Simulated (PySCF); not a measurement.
Al(F)(Me)(NHMe) (C₂H₇AlFN), SMILES C[NH][Al]([CH3])[F]. The structure is a stationary point at PBE-D3(BJ)/def2-SVP. The values are those of a single conformer.

Q: Give the equilibrium geometry at PBE-D3(BJ)/def2-SVP (PySCF confirms it by a frequency run) as a Z-matrix, and its point group. (The exact figures need the calculation; the answer reports its results.)

A: Several could match; the one computed here: point group Cs.
```
Al
F 1 1.6857
N 1 1.7843 2 115.10
H 3 1.0246 1 118.82 2 0.00
C 3 1.4521 4 112.28 1 180.00
H 5 1.1100 3 110.27 4 180.00
H 5 1.1152 6 106.55 3 -123.03
H 5 1.1152 6 106.55 7 -113.93
C 1 1.9498 2 120.63 3 180.00
H 9 1.1089 1 112.53 2 180.00
H 9 1.1100 10 107.82 1 122.50
H 9 1.1100 10 107.82 11 114.99
```
Charge 0, spin multiplicity 1.
